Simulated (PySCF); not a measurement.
**Correlation energy of Sr (strontium, neutral)**

[Kr] 5p2, high-spin 3P determinant (an excited configuration). All numbers are calculated (PySCF 2.14, scalar relativity through the core potential, in def2-TZVPPD with the def2 core potential (28 electrons) (6s4p3d1f, 40 functions)). Frozen: nothing; 10 electrons correlated.

```tsv
level	correlation energy (mhartree)
CCSD	-199.97
(T)	-6.22
CCSD(T)	-206.19
```

Diagnostics: T1 = 0.017, D1 = 0.0537, largest double amplitude 0.332.

A double-excitation amplitude exceeds 0.15, a sign of near-degeneracy.

Cost of the coupled-cluster step: roughly 4 core-seconds, for 10 correlated electrons.

The basis has no tight functions for the innermost shells, so their pair energies are far from complete.

This basis was not built for core-valence correlation, so the inner-shell part is incomplete.
